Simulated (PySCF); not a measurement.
Species: C5H4BFO2.
Numbering: `[CH:1]#[C:2][B@H-:3]1[O:4][C:5]([F:6])=[CH:7][CH:8]=[O+:9]1` (hydrogens: H10 on C1; H11 on B3; H12 on C7; H13 on C8)

Cartesian coordinates in Å at the GFN2-xTB level; atoms count from 1:
```xyz
13
C5H4BFO2 angstrom
C      2.9115    0.2336   -0.5134
C      1.9409    0.1543    0.1900
B      0.6517    0.0497    1.0450
O     -0.2843    1.2575    0.6185
C     -1.2195    1.0441   -0.1708
F     -1.8743    2.1405   -0.5732
C     -1.6762   -0.1837   -0.6336
C     -1.0394   -1.2994   -0.1068
O     -0.0589   -1.2662    0.6834
H      3.7761    0.3092   -1.1080
H      0.7838    0.1059    2.2180
H     -2.5083   -0.2500   -1.3073
H     -1.4073   -2.2949   -0.3593
```

The closed-shell ground state was solved at several levels (PySCF, density fitting, gas phase, non-relativistic).

| level | basis functions | HOMO (eV) | LUMO (eV) | gap (eV) | dipole (D) |
| --- | --- | --- | --- | --- | --- |
| CAM-B3LYP/def2-SVPD | 221 | -9.03 | -1.43 | 7.60 | 3.86 |
| PBE0/pcSseg-1 | 173 | -7.66 | -2.47 | 5.19 | 3.84 |

**Question.** What might B3LYP/pcJ-1 (283 basis functions) give for the same quantities?

**Answer.** HOMO -7.41 eV, LUMO -2.67 eV, gap 4.74 eV, dipole 3.87 D.

**Question.** Over all these levels, which gives the widest orbital gap and which the narrowest?

**Answer.** CAM-B3LYP/def2-SVPD (range-separated hybrid) has the widest, 7.60 eV, and B3LYP/pcJ-1 (global hybrid, 20 % exact exchange) the narrowest, 4.74 eV. Functional and basis both differ between the two, so the spread mixes both effects.

**Question.** How far do the dipole and the HOMO energy spread over the levels?

**Answer.** The dipole runs from 3.84 to 3.87 D (mean 3.86 D) and the HOMO from -9.03 to -7.41 eV.

One conformer stands for the species.
